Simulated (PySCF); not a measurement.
Compound: C5H8Si2.
Bonds: C1–C2 (triple), C2–C3, C3–Si4, C3–C5 (double), C5–C6 (double), C6–Si7. Hydrogens: H8 on C1; H9, H10, H11 on Si4; H12 on C6; H13, H14, H15 on Si7.

A GFN2-xTB structure was refined with PySCF 2.14.0, PBE0-D3(BJ)/def2-SVP geometry optimisation, gas phase. Its GFN2-xTB values:

```json
{"coordinate": "C1≡C2", "GFN2-xTB": "1.201 Å"}
{"coordinate": "C1–H8", "GFN2-xTB": "1.049 Å"}
{"coordinate": "C2–C3", "GFN2-xTB": "1.411 Å"}
{"coordinate": "C3–Si4", "GFN2-xTB": "1.895 Å"}
{"coordinate": "C3=C5", "GFN2-xTB": "1.308 Å"}
{"coordinate": "Si4–H9", "GFN2-xTB": "1.466 Å"}
{"coordinate": "C5=C6", "GFN2-xTB": "1.294 Å"}
{"coordinate": "C6–Si7", "GFN2-xTB": "1.885 Å"}
{"coordinate": "C6–H12", "GFN2-xTB": "1.083 Å"}
{"coordinate": "Si7–H13", "GFN2-xTB": "1.466 Å"}
{"coordinate": "Si7–H15", "GFN2-xTB": "1.462 Å"}
{"coordinate": "C1–C2–C3", "GFN2-xTB": "178.0°"}
{"coordinate": "C2–C3–Si4", "GFN2-xTB": "117.1°"}
{"coordinate": "C2–C3–C5", "GFN2-xTB": "121.7°"}
{"coordinate": "C3–C5–C6", "GFN2-xTB": "174.9°"}
{"coordinate": "Si4–C3–C5", "GFN2-xTB": "121.3°"}
{"coordinate": "C5–C6–Si7", "GFN2-xTB": "123.3°"}
```

How do these coordinates change at the PBE0-D3(BJ)/def2-SVP level?

```csv
coordinate,PBE0-D3(BJ)/def2-SVP (Å or °),change
Si7–H15,1.491,+0.029
Si7–H13,1.494,+0.028
Si4–H9,1.493,+0.027
C1–H8,1.074,+0.025
C6–H12,1.099,+0.016
C3=C5,1.321,+0.013
C2–C3,1.424,+0.013
C1≡C2,1.214,+0.013
C5=C6,1.306,+0.012
C6–Si7,1.877,-0.008
C3–Si4,1.892,-0.003
Si4–C3–C5,118.6,-2.7
C5–C6–Si7,121.4,-1.9
C3–C5–C6,176.8,+1.9
C1–C2–C3,176.3,-1.7
C2–C3–C5,123.4,+1.7
C2–C3–Si4,118.0,+0.9
```

The energy falls by 2.4 kcal/mol over 5 energy and gradient evaluations, the largest force component goes from 0.0188 to 3.2e-04 Eh/bohr, and the atoms move by 0.060 Å rms after alignment. Among the bonds, Si4–H10, Si4–H11, Si7–H13, Si7–H14 and Si7–H15 change most and about equally (+0.028 to +0.029 Å). Bonds longer at the end by more than 0.005 Å: 12 of 14; shorter: 1. Rotational constants go from 2495, 890.3, 709.8 to 2470, 888.2, 707.5 MHz.

The run used 146 basis functions and 40 SCF cycles in all. On an Arm Neoverse V2 with one thread, no GPU, shared host with 96 logical CPUs at a one-minute load of 48, this took 50 s and 0.72 GiB of memory at its peak.

PBE0-D3(BJ)/def2-SVP frequencies: not computed here.
